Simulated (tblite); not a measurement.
Species: C₇H₄ClNS.
SMILES with atom numbers: `[Cl:1][c:2]1[cH:3][cH:4][c:5]2[s:6][cH:7][n:8][c:9]2[cH:10]1` (hydrogens: H11 on C3; H12 on C4; H13 on C7; H14 on C10)

Computed with GFN2-xTB (tblite): harmonic, unscaled wavenumbers at the GFN2-xTB geometry, gas phase. Against measured fundamentals such values can be off by several per cent, at times by over 20.

Harmonic wavenumbers (cm⁻¹): 98.9, 192.9, 214.7, 292.3, 310.9, 392.7, 405.7, 467.6, 518.4, 570.0, 586.6, 674.1, 681.8, 737.7, 801.2, 801.4, 815.0, 865.8, 897.2, 904.1, 1038.5, 1073.9, 1141.5, 1162.9, 1212.3, 1265.4, 1328.3, 1394.2, 1431.5, 1531.6, 1546.1, 1588.0, 3101.8, 3112.9, 3123.1, 3154.6.

A = 3029, B = 589.0, C = 493.1 MHz; mass 168.975 u (most abundant isotopes); point group Cs, symmetry number 1.

Q: Zero-point energy?

A: ½Σν̃ = 19718 cm⁻¹ = 235.88 kJ/mol.

Q: What is S at 200 K and 1 bar for an ideal gas of classical rigid rotors and harmonic oscillators?

A: Translation 164.53, rotation 121.72, vibration 39.15: S = 325.4 J/(mol K).

Q: And Cp and H(200 K) − H(0)?

A: Cp = 95.95 J/(mol K), of which vibrations give 62.70 (their classical limit is 36 R = 299.3); H(200 K) − H(0) = 11.67 kJ/mol without the zero-point energy, 5.02 from vibrations.

Q: Blend soft modes into free rotors: weight 1/[1 + (100 cm⁻¹/ν̃)⁴] for the oscillator and the rest for a rotor with moment μB/(μ + B), μ = h/(8π²ν), B = 10⁻⁴⁴ kg m². What vibrational entropy results?

A: 38.90 J/(mol K) in place of 39.15, which changes −T·S at 200 K by +0.05 kJ/mol.

Q: How do the functions run with temperature in this model?

A: 
```json
{"T (K)": "50", "S (J/(mol K))": "242.5", "Cp (J/(mol K))": "39.6", "H − H(0) (kJ/mol)": "1.75", "G − H(0) (kJ/mol)": "-10.37", "ln q(vib)": "0.07"}
{"T (K)": "100", "S (J/(mol K))": "274.6", "Cp (J/(mol K))": "55.9", "H − H(0) (kJ/mol)": "4.12", "G − H(0) (kJ/mol)": "-23.34", "ln q(vib)": "0.42"}
{"T (K)": "298.15", "S (J/(mol K))": "371.3", "Cp (J/(mol K))": "136.0", "H − H(0) (kJ/mol)": "23.08", "G − H(0) (kJ/mol)": "-87.62", "ln q(vib)": "3.32"}
{"T (K)": "373.15", "S (J/(mol K))": "404.8", "Cp (J/(mol K))": "163.3", "H − H(0) (kJ/mol)": "34.33", "G − H(0) (kJ/mol)": "-116.73", "ln q(vib)": "4.70"}
{"T (K)": "500", "S (J/(mol K))": "458.0", "Cp (J/(mol K))": "200.1", "H − H(0) (kJ/mol)": "57.50", "G − H(0) (kJ/mol)": "-171.50", "ln q(vib)": "7.16"}
{"T (K)": "750", "S (J/(mol K))": "548.7", "Cp (J/(mol K))": "245.7", "H − H(0) (kJ/mol)": "113.81", "G − H(0) (kJ/mol)": "-297.72", "ln q(vib)": "12.03"}
{"T (K)": "1000", "S (J/(mol K))": "623.3", "Cp (J/(mol K))": "271.7", "H − H(0) (kJ/mol)": "178.76", "G − H(0) (kJ/mol)": "-444.51", "ln q(vib)": "16.60"}
```

q(vib) and H(0) count from the zero-point level.

Q: Which modes carry the vibrational entropy at 200 K?

A: 98.9 cm⁻¹: 11.32; 192.9 cm⁻¹: 6.23; 214.7 cm⁻¹: 5.48; 292.3 cm⁻¹: 3.51; 310.9 cm⁻¹: 3.16; 392.7 cm⁻¹: 1.99 J/(mol K); the other 30 give 7.46 together.

Q: What must be added to the electronic energy to get the Gibbs energy at 200 K and 1 bar?

A: ZPE + [H(200 K) − H(0)] − T·S = 235.88 + 11.67 − 65.08 = 182.47 kJ/mol.

Hindered rotation and anharmonicity are outside this model.
